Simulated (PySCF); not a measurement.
Species: C4H3F3N2S.
Geometry (GFN2-xTB, Å), atoms numbered from 1 in this order:
```xyz
13
C4H3F3N2S angstrom
F     -1.2843    1.6300    0.7494
C     -1.7514    0.4212    0.4171
F     -1.7775   -0.3029    1.5420
F     -3.0295    0.5949    0.0454
C     -0.9390   -0.2417   -0.6849
C      0.4843   -0.3758   -0.2554
N      1.3666    0.6219   -0.4755
C      2.5148    0.2932    0.0111
S      2.4838   -1.2741    0.7422
N      0.9126   -1.4424    0.3682
H     -1.3714   -1.2248   -0.8736
H     -1.0005    0.3891   -1.5725
H      3.3871    0.9119   -0.0311
```

Vertical excitations from PySCF (density fitting, frozen core in the response, grid level 2 and gas phase unless stated; continuum runs use non-equilibrium linear response for the excitations) on a GFN2-xTB geometry. Reference run:

```
                              settings    S1, eV (f)    S2, eV (f)    S3, eV (f)    S4, eV (f)    S5, eV (f)    S6, eV (f)  T1, eV (Tamm–Dancoff)  mean α (au)
PBE0/def2-SVPD, full TDDFT, 6 singlets  5.17 (0.001)  5.85 (0.093)  6.01 (0.002)  6.28 (0.000)  6.75 (0.024)  6.91 (0.013)                   4.02         77.4
```

Question: What do these settings give: (1) wB97X/IGLO-II, fitting basis def2-universal-jkfit, TDA, 6 singlets; (2) OPBE/def2-SVP, IEF-PCM water, energy threshold 1e-08 Eh, TDA, 3 singlets; (3) B97-D/pcSseg-1, full TDDFT, 12 singlets; (4) CAM-B3LYP/pcSseg-1, grid level 1, full TDDFT, 3 singlets?

Answer: 
```csv
settings,"S1, eV (f)","S2, eV (f)","S3, eV (f)","S4, eV (f)","S5, eV (f)","S6, eV (f)","T1, eV (Tamm–Dancoff)",mean α (au)
"wB97X/IGLO-II, fitting basis def2-universal-jkfit, TDA, 6 singlets",5.47 (0.003),6.22 (0.117),6.28 (0.004),6.50 (0.001),7.18 (0.044),7.54 (0.006),4.14,66.9
"OPBE/def2-SVP, IEF-PCM water, energy threshold 1e-08 Eh, TDA, 3 singlets",4.82 (0.001),5.77 (0.010),5.91 (0.081),–,–,–,–,83.9
"B97-D/pcSseg-1, full TDDFT, 12 singlets",4.70 (0.001),5.60 (0.045),5.65 (0.015),6.17 (0.025),6.23 (0.001),6.59 (0.015),4.04,67.8
"CAM-B3LYP/pcSseg-1, grid level 1, full TDDFT, 3 singlets",5.31 (0.002),5.96 (0.099),6.12 (0.003),–,–,–,4.09,65.0
```

(1) S1 moves by +0.30 eV; functional, basis and response scheme change together, so the shift can't be laid on one. (2) S1 moves by -0.35 eV; functional, basis, environment and response scheme change together, so the shift can't be laid on one. (3) S1 moves by -0.47 eV; functional and basis change together, so the shift can't be laid on one. (4) S1 moves by +0.14 eV; functional and basis change together, so the shift can't be laid on one. States are counted by energy in each run and needn't keep their character from row to row.

Question: Give the leading configurations of S1 (H = HOMO, L = LUMO) and the HOMO–LUMO gap of each run.

Answer: 
```
                                                                settings  S1 configurations (weight)  S1 (eV)  orbital gap (eV)  S1 − gap (eV)
                                  PBE0/def2-SVPD, full TDDFT, 6 singlets                  H−1→L 0.99     5.17              6.59          -1.42
      wB97X/IGLO-II, fitting basis def2-universal-jkfit, TDA, 6 singlets                  H−1→L 0.98     5.47             11.02          -5.55
OPBE/def2-SVP, IEF-PCM water, energy threshold 1e-08 Eh, TDA, 3 singlets                    H→L 0.97     4.82              4.68          +0.14
                                 B97-D/pcSseg-1, full TDDFT, 12 singlets                    H→L 0.99     4.70              4.58          +0.12
                CAM-B3LYP/pcSseg-1, grid level 1, full TDDFT, 3 singlets                  H−1→L 0.98     5.31              9.04          -3.73
```

The structure is a single GFN2-xTB conformer; no vibrational corrections.

The pairwise dispersion term of B97-D wasn't added to the energies; at a given geometry it leaves orbitals and properties as they are.
